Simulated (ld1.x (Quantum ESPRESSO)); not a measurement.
Debugging a pseudopotential input (O (Z = 8), ld1.x (Quantum ESPRESSO) 7.5)

Command:

```bash
ld1.x < O.in > O.out
```

Input:

```
&input
   title='O', zed=8., rel=1, dft='REVPBE', iswitch=3,
   config='[Xe] 2s2 2p4',
   nld=2, rlderiv=1.90, eminld=-4.0, emaxld=5.0, deld=0.02
 /
 &inputp
   pseudotype=2, tm=.true., lloc=0,
   nlcc=.true.,
   file_pseudopw='O.UPF', file_wfcaegen='ae.wfc', file_wfcncgen='nc.wfc', file_beta='beta', file_chi='chi'
 /
2
2P  2  1   4.00   0.00  1.75  1.75  0.0
2S  1  0   2.00   0.00  0.90  0.90  0.0
 &test
   configts(1)='2s2 2p4'
 /
```

This is an input that runs to its end, with one change: core typed as [Xe] in place of [He].

Task: How does the run end?

Result: The program refuses the input: "el_config: wavefunction 2S found too many times".

```
Program LD1 v.7.5

 %%%%%%%%%%%%%%%%%%%%%%%%%%%%%%%%%%%%%%%%%%%%%%%%%%%%%%%%%%%%%%%%%%%%%%%%%%%%%%
     Error in routine el_config (12):
     wavefunction 2S found too many times
 %%%%%%%%%%%%%%%%%%%%%%%%%%%%%%%%%%%%%%%%%%%%%%%%%%%%%%%%%%%%%%%%%%%%%%%%%%%%%%

     stopping ...
```
